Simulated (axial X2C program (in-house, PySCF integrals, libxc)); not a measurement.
# Bond lengths and stretching modes, held linear, of HfCN

Calculated with an axial X2C code built on PySCF integrals: two-component X2C with atomic mean-field Coulomb and Gaunt terms, Gaussian nuclei, basis Hf dyall-v3z, C dyall-v3z, N dyall-av3z with contracted cores. Spin-free rows use the one-electron spin-free X2C Hamiltonian.

Masses Hf 179.947, C 12.000, N 14.003 u. States: 2c Ω = 3/2 (beyond evenly filled blocks: ω = 3/2); spin-free M_S = 1/2, Λ = 1 (beyond evenly filled blocks: π+α).

PBE0, 2c: energies above the lowest point

| r(Hf–C) (Å) | r(C–N) (Å) | E (meV) |
| --- | --- | --- |
| 2.1265 | 1.1310 | 68.28 |
| 2.1265 | 1.1600 | 19.01 |
| 2.1265 | 1.1890 | 67.30 |
| 2.1810 | 1.1310 | 47.36 |
| 2.1810 | 1.1600 | 0.00 |
| 2.1810 | 1.1890 | 50.70 |
| 2.1810 | 1.2180 | 182.39 |
| 2.2355 | 1.1310 | 63.43 |
| 2.2355 | 1.1600 | 17.14 |
| 2.2355 | 1.1890 | 69.08 |
| 2.2901 | 1.1600 | 64.13 |
| 2.2901 | 1.2180 | 250.67 |

Q: Fit a quadratic surface with cubic terms in each bond: where is the minimum, and what are the two stretching wavenumbers?

A: At PBE0, 2c: bonds 2.181 and 1.159 Å; harmonic stretches 375.8 and 2244.2 cm⁻¹; force constants 1.93, 18.7 and coupling 0.14 mdyn/Å.

The other levels and Hamiltonians give:

```csv
Hamiltonian,level,r(Hf–C) (Å),r(C–N) (Å),lower stretch (cm⁻¹),upper stretch (cm⁻¹)
spin-free,PBE0,2.123,1.164,386.0,2185.3
spin-free,HF,2.244,1.138,340.1,2291.2
spin-free,PBE,2.103,1.181,390.1,2052.6
```

Each state is one determinant, the lowest of a limited PBE0 search; the stretches come from a fit to these few points and carry an uncertainty of a few per cent. Other orders of the atoms were not compared. Left out for rough or failed fits: HF 2c, PBE 2c, MP2 2c, MP2 spin-free. The molecule was held linear; bending was not examined, so a bent shape may lie lower. Note: functional without a current term on a determinant with orbital currents, of the molecule or an atom.
